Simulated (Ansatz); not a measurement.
`[OH][Al]([F])[Br]` and `[F][Al]([SH])[Br]` differ in one element.

Ansatz, PBE0-D4/def2-TZVP geometries, multiplicity 1. Each molecule was computed in one conformer, which needn't be the lowest.

Scalar relativity is left out up to krypton.

```json
{"property": "size of the dipole moment (ωB97M-V/def2-TZVPP) / D", "`[OH][Al]([F])[Br]`": "1.97"}
{"property": "HOMO energy (B3LYP/def2-TZVPP) / eV", "`[OH][Al]([F])[Br]`": "-8.66"}
{"property": "size of the dipole moment (PBE/def2-TZVPP) / D", "`[OH][Al]([F])[Br]`": "1.95"}
{"property": "HOMO–LUMO gap (PBE/def2-TZVPP) / eV", "`[OH][Al]([F])[Br]`": "5.63"}
{"property": "HOMO energy (ωB97M-V/def2-TZVPP) / eV", "`[OH][Al]([F])[Br]`": "-11.19"}
{"property": "LUMO energy (PBE/def2-TZVPP) / eV", "`[OH][Al]([F])[Br]`": "-1.97"}
```

**Question.** Give the same properties after the change, and the shifts. (An estimate is asked.)

**Answer.** Ansatz gave: 
| property | `[F][Al]([SH])[Br]` | shift |
| --- | --- | --- |
| size of the dipole moment (ωB97M-V/def2-TZVPP) / D | 1.35 | -0.62 |
| HOMO energy (B3LYP/def2-TZVPP) / eV | -8.01 | 0.65 |
| size of the dipole moment (PBE/def2-TZVPP) / D | 1.40 | -0.55 |
| HOMO–LUMO gap (PBE/def2-TZVPP) / eV | 5.07 | -0.56 |
| HOMO energy (ωB97M-V/def2-TZVPP) / eV | -10.46 | 0.73 |
| LUMO energy (PBE/def2-TZVPP) / eV | -1.98 | -0.01 |

Dipoles are sizes alone; their direction can turn.

B3LYP here is the variant with VWN-RPA as its local correlation; programs differ in this.

Spin–orbit coupling is left out; it splits and shifts lone-pair levels of the heavy atoms by tenths of an eV.
